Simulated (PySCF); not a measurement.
Al(All)(Cl)(F) (C3H5AlClF), SMILES C=C[CH2][Al]([F])[Cl].

Geometry optimised at PBE-D3(BJ)/def2-SVP. The structure was generated by enumeration; whether it is a known compound was not checked. The values are those of a single conformer.

Level of theory: PBE-D3(BJ)/def2-SVP in PySCF.

Frequencies are harmonic and unscaled.

Computed harmonic wavenumbers and intensities:
```
mode  ν (cm⁻¹)  IR (km/mol)    moving atoms (share of kinetic energy)
----  --------  -----------  ----------------------------------------
1           54          4.5                   C 59 %, H 17 %, Cl 14 %
2           97          2.5  C 36 %, F 26 %, H 14 %, Al 14 %, Cl 10 %
3          135          2.2   C 36 %, Cl 23 %, H 22 %, Al 10 %, F 9 %
4          184         35.4            Al 47 %, F 33 %, C 9 %, Cl 8 %
5          199         14.8  F 35 %, Al 22 %, C 16 %, H 14 %, Cl 13 %
6          217          7.3           H 41 %, C 28 %, F 15 %, Al 12 %
7          409          1.8                    C 45 %, H 41 %, Cl 8 %
8          455         15.9   Cl 32 %, C 26 %, H 22 %, Al 11 %, F 9 %
9          609         62.7                   H 46 %, C 27 %, Al 20 %
10         661         97.4                   H 43 %, Al 31 %, C 20 %
11         705          7.0                            H 56 %, C 35 %
12         846         64.3           F 33 %, Al 32 %, H 25 %, C 11 %
13         856         58.3           H 55 %, C 18 %, F 14 %, Al 13 %
14         916         40.5                            H 55 %, C 44 %
15         936         76.4                            H 71 %, C 25 %
16         965         12.2                            H 64 %, C 35 %
17        1002         13.0                            H 85 %, C 15 %
18        1149         20.6                            H 58 %, C 41 %
19        1265          1.7                            H 78 %, C 22 %
20        1359          4.8                            H 89 %, C 11 %
21        1386          5.3                            H 81 %, C 19 %
22        1594         35.7                            C 83 %, H 17 %
23        3028          0.2                                    H 94 %
24        3067          2.2                                    H 95 %
25        3072          2.6                             H 92 %, C 8 %
26        3134          0.4                            H 90 %, C 10 %
27        3179          0.5                            H 90 %, C 10 %
```
